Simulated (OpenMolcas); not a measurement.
## What dynamic correlation does to the levels of Ce2+

| Item | Value |
| --- | --- |
| Program | OpenMolcas 26.06 |
| Basis | ANO-R2 [8s6p5d2f1g] |
| Scalar Hamiltonian | X2C, finite nucleus |
| Active space | 2 electrons in 14 orbitals (4f 5f) |
| State averaging | 2S+1 = 3 even, 21 roots; 2S+1 = 1 even, 27 roots |
| Spin-orbit coupling | RASSI with atomic mean-field integrals over the reference wave functions, term energies averaged over their components |

Methods on the same reference wave functions:
A. CASSCF
B. SS-CASPT2, IPEA 0.25 Eh, imaginary shift 0.1 Eh (closed shells correlated: 5s 5p)

Energies in cm⁻¹ above 4f² ³H₄, the measured ground level; measured values from Martin, Zalubas and Hagan, Atomic Energy Levels: The Rare-Earth Elements, NSRDS-NBS 60 (1978).

```json
{"Level": "4f² ³H₄", "A": "0.0", "B": "0.0", "Measured": "0.0"}
{"Level": "4f² ³H₅", "A": "1667", "B": "1667", "Measured": "1528"}
{"Level": "4f² ³H₆", "A": "3442", "B": "3440", "Measured": "3127"}
{"Level": "4f² ³F₂", "A": "5481", "B": "4380", "Measured": "3763"}
{"Level": "4f² ³F₃", "A": "6528", "B": "5430", "Measured": "4765"}
{"Level": "4f² ¹D₂", "A": "18557", "B": "16680", "Measured": "12835"}
{"Level": "4f² ¹I₆", "A": "22108", "B": "19870", "Measured": "17421"}
{"Level": "4f² ³P₀", "A": "23513", "B": "21180", "Measured": "16072"}
{"Level": "4f² ³P₁", "A": "23797", "B": "21460", "Measured": "16524"}
{"Level": "4f² ³P₂", "A": "24616", "B": "22300", "Measured": "17317"}
```

Deviations, from unrounded energies. A percentage is the sum of absolute deviations over the sum of measured energies, with the sign that they share, or ± where signs differ.

| Against measurement | Levels | A | B |
| --- | --- | --- | --- |
| mean absolute deviation (cm-1) | 9 | 4000 | 2600 |
| fine structure of the ground term (%) | 2 | +9.7 | +9.7 |
| other terms of the ground configuration (%) | 7 | +40.5 | +25.5 |

B lies closest to measurement on these levels. The largest miss of B in the table is 4f² ³P₀, by +5100 cm-1. The ranking rests on the paired levels alone, and a cruder setting can come out closer through cancelling errors.

From A to B the spin-free energies of the other terms of 4f² shown, above ³H, scale by factors of 0.77 to 0.89, as is usual when dynamic correlation screens the repulsion within a d or f shell.

The lowest spin-free term lies below A's lowest term by 0.222 hartree in B.

CASPT2 does not keep the components of a term degenerate, so their means are used; among the terms shown or strongly mixed into the levels shown the widest spread is 700 cm-1 (4f² ¹I, B). Active for correlation alone: 5f; no level in the range computed is led by a configuration that fills it, so any true level of that kind is missing. Without dynamic correlation excited terms often stand tens of per cent too high (terms of higher spin than the ground term too low), and those without a measured partner can miss by more than the paired ones (holds for A). Some levels mix across a computed gap that differs much from the measured one, so their mixing is not that of the real levels (holds for A). Some terms miss by over 15 % even with CASPT2, which points to a basis or an active space too small for the shells correlated (holds for B). Computed and measured levels are paired by configuration, term and J; levels that our copy of the source lacks, or whose pairing is in doubt (as where it misses far off the trend of its configuration), stay unpaired and out of the deviations. Levels of configurations outside the active space are missing. The table leaves out levels that lie high or whose names do not pair safely across all columns.
